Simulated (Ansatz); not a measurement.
Consider the ligand exchange at the Hf–O bond: `[OH][Hf]([OH])([F])[SeH]` + H–F → `[OH][Hf]([F])([F])[SeH]` + H₂O.

Computed with Ansatz on PBE0-D4/def2-TZVP structures; ΔE is electronic, products minus reactants. CCSD(T)/CBS adds triple-zeta CCSD(T) − MP2 to the extrapolated MP2 energy (def2 sets, frozen cores). This one scheme is used for every species. DFT in def2-TZVPP. HSE06 is defined as in plane-wave codes. def2 core potentials past Kr. For Hf, Se outer-core shells are correlated without core-valence functions, which leaves a few kJ/mol of doubt a bond. Scalar relativity is left out up to krypton. Each species was taken in one conformer, which may not be the lowest.

| level | ΔE (kcal/mol) | difference from CCSD(T)/CBS |
| --- | --- | --- |
| LDA (SPW92) | -10.1 | -0.5 |
| revPBE-D4 | -11.9 | -2.3 |
| BLYP-D4 | -11.7 | -2.1 |
| r2SCANh-D4 | -11.4 | -1.8 |
| BHLYP-D4 | -10.4 | -0.8 |
| ωB97X-V | -11.2 | -1.6 |
| B2PLYP | -10.8 | -1.2 |
| PBE-QIDH | -10.0 | -0.4 |
| PBE0 | -11.2 | -1.6 |
| r2SCAN0 | -11.0 | -1.4 |
| HSE06 | -11.2 | -1.6 |
| CCSD(T)/def2-SVP | -9.6 | 0.0 |
| HF/def2-TZVPP | -10.8 | -1.2 |
| CCSD(T)/def2-TZVPP | -9.7 | -0.1 |
| SCS-MP2/def2-QZVPP | -9.6 | 0.0 |
| HF/CBS(def2) | -11.2 | -1.6 |
| CCSD(T)/CBS | -9.6 | 0 |

Question: What do rigid-rotor, harmonic-oscillator terms from PBE0-D4/def2-TZVP frequencies (298.15 K, 1 bar) make of the CCSD(T)/CBS value? (Best estimate.)

Answer: Ansatz gave: ΔZPE = +1.0 kcal/mol, ΔH = -8.9 kcal/mol, ΔS = 3 J/(mol·K), ΔG = -9.1 kcal/mol.

Largest T1 diagnostic among the species: 0.015.

In def2-TZVPP, CCSD(T) changes the Hartree–Fock value by +1.2 kcal/mol (the triples alone add +0.0 kcal/mol) and MP2 by +2.0 kcal/mol. From PBE to PBE0 (25 % exact exchange), in def2-TZVPP and without D4, ΔE moves by +0.9 kcal/mol.

CCSD(T)/CBS has its own doubt, a few kJ/mol and more with outer-core shells, so smaller differences from it don't rank the levels.
